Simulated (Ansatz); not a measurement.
Calculated with Ansatz (gas phase, PBE0-D4/def2-TZVP geometries, no zero-point term in ΔE). CCSD(T)/CBS adds triple-zeta CCSD(T) − MP2 to the extrapolated MP2 energy (def2 sets, frozen cores). This one scheme is used for every species, atoms too. Functionals use def2-TZVPP. B3LYP here is the variant with VWN-RPA as its local correlation; programs differ in this. Open shells (•) are unrestricted, without spin–orbit coupling. Spin–orbit coupling would lower the free atoms: a little for Al, C, F, O. One conformer a species, not always the lowest.

Reaction (atomization): `C[NH][Al]([OH])[F]` → Al• + C• + F• + 5 H• + N• + O•

`C[NH][Al]([OH])[F]`:

Cartesian coordinates in Å:
```
C -1.442 0.010 -0.550
N -0.104 0.561 -0.625
Al 1.287 0.128 0.348
O 1.130 -1.063 1.532
F 2.727 0.890 0.091
H -1.486 -0.754 0.229
H -2.190 0.771 -0.300
H -1.748 -0.465 -1.489
H -0.017 1.272 -1.334
H 1.843 -1.350 2.098
```

| level | ΔE (eV) |
| --- | --- |
| B3LYP-D4 | 40.10 |
| ωB97X-V | 40.21 |
| B2PLYP | 39.83 |
| r2SCAN | 40.10 |
| PBE0 | 39.69 |
| B3LYP | 39.83 |
| CCSD(T)/def2-TZVPP | 39.13 |
| CCSD/CBS(def2) | 39.77 |

(1) What does CCSD(T)/CBS give? (Best estimate.)

Largest T1 diagnostic among the species: 0.018.

Answers

(1) Computed: +40.35 eV. The listed levels differ from it by -0.25, -0.14, -0.52, -0.25, -0.66, -0.52, -1.22, -0.58 eV.

From PBE to PBE0 (25 % exact exchange), in def2-TZVPP and without D4, ΔE moves by −0.89 eV: exact exchange takes away binding that semilocal exchange gives to molecules. The D4 term adds +0.27 eV with B3LYP and +0.14 eV with PBE0; it sums over pairs of atoms, weighted by their polarisabilities, and B3LYP, whose exchange is more repulsive, gets the larger term. In def2-TZVPP, CCSD(T) changes the Hartree–Fock value by +10.40 eV (the triples alone add +0.58 eV) and MP2 by +11.41 eV; breaking electron pairs costs correlation energy, which Hartree–Fock lacks.

For atomizations the MP2-based limit and the directly extrapolated one differ by several kJ/mol either way, and by 10 to 25 for some Ge, Se and Sn compounds, so smaller differences from it don't rank the levels.
